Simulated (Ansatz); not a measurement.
Abstraction of Cl: SnH2Cl2 + CHF2 → SnH2Cl + CHClF2

Species: SnH2Cl2 `[Cl][SnH2][Cl]`, singlet; CHF2 (difluoromethyl radical) `F[CH]F`, doublet; SnH2Cl `[Cl][SnH2]`, doublet; CHClF2 (difluorochloromethane) `FC(F)Cl`, singlet. A radical takes Cl: the energy is the difference in strength between the Sn–Cl bond broken and the C–Cl bond made.

Shapes, held fixed at every level: PBE0-D4/def2-TZVP. Programs: Ansatz 0.2.0. The zero-point and thermal change to 298 K, harmonic and unscaled (PBE0-D4/def2-TZVP), is +1.9 kJ/mol.

**Question.** Estimate ΔH(298 K) of this reaction.

**Answer.** The highest level, CCSD(T)/def2-TZVPP, gives ΔH(298 K) = +22.6 kJ/mol; the levels span -8.6 to +35.7. They disagree on the sign: 6 of 7 are positive. The column of differences is taken from that level and isn't an error. No measured value is set beside it here. Open shells run unrestricted. For atoms past krypton def2 sets carry core potentials with scalar relativity. Outer-core shells of Sn are correlated in most correlated rows, in sets that cover them unevenly. Times are processor times on shared x86 and Arm servers, and rough.

```csv
level,kind,ΔH(298 K) (kJ/mol),less CCSD(T)/def2-TZVPP,CPU time (sum over the molecules)
MP2/def2-TZVPP,perturbation theory,+22.6,0.0,–
SPW92/def2-TZVPP,LDA,-8.6,-31.2,5.8 s
BHLYP-D4/def2-TZVPP,global hybrid,+35.7,+13.1,14 s
PBE0-D4/def2-TZVPP,global hybrid,+20.8,-1.8,12 s
r2SCAN0-D4/def2-TZVPP,global hybrid,+29.5,+6.9,33 s
wB97X-V/def2-TZVPP,range-separated hybrid,+27.5,+4.9,45 s
CCSD(T)/def2-TZVPP,coupled cluster or CI,+22.6,0.0,1.8 min
```
